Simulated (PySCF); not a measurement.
PySCF input for C₂H₆O₂Si, SMILES C1[SiH](CO1)O, PBE/pcSseg-1. The structure is a stationary point at PBE0-D3(BJ)/def2-SVP. This is a generated structure with no PubChem entry under its InChIKey; it may be hypothetical. The values are those of a single conformer.

```python
import numpy as np
from pyscf import gto, scf, dft
from pyscf.prop.nmr import rks as nmr

mol = gto.M(
    atom='''
    O     2.00787220   -0.46716714   -0.00000000
    Si    0.57745209    0.37950050    0.00000000
    C    -0.84430557   -0.14594408   -1.13125491
    O    -1.72275065   -0.04287366    0.00000000
    C    -0.84430558   -0.14594409    1.13125490
    H     2.82653123    0.03494926   -0.00000000
    H     0.87554287    1.84709942   -0.00000000
    H    -0.77916838   -1.18445227   -1.51133968
    H    -1.18868602    0.50275215   -1.95245351
    H    -1.18868601    0.50275216    1.95245350
    H    -0.77916838   -1.18445226    1.51133968
    ''',
    basis='pcSseg-1',
    charge=0,
    spin=0,
    max_memory=1600,
    verbose=3,
)
mf = dft.RKS(mol, xc='pbe')
mf.grids.level = 3
mf.conv_tol = 1e-10
mf.max_cycle = 100
mf.kernel()
n = nmr.NMR(mf)
n.verbose = 2
n.max_cycle_cphf = 60
sigma = n.kernel()
print('atom   isotropic/ppm   span/ppm')
for i, s in enumerate(sigma):
    w = np.linalg.eigvalsh((s + s.T) / 2)
    print(f'{mol.atom_symbol(i):2s}{i + 1:3d} {w.mean():14.3f} {w[2] - w[0]:11.3f}')
```

Program output:

```
converged SCF energy = -519.313832762983
atom   isotropic/ppm   span/ppm
O   1        270.307      58.744
Si  2        335.221      62.603
C   3        100.960     131.167
O   4        319.595      85.456
C   5        100.960     131.167
H   6         28.863      19.786
H   7         25.364       7.986
H   8         26.577       7.725
H   9         26.883       8.676
H  10         26.883       8.676
H  11         26.577       7.725
```

The calculation finished and met its thresholds.
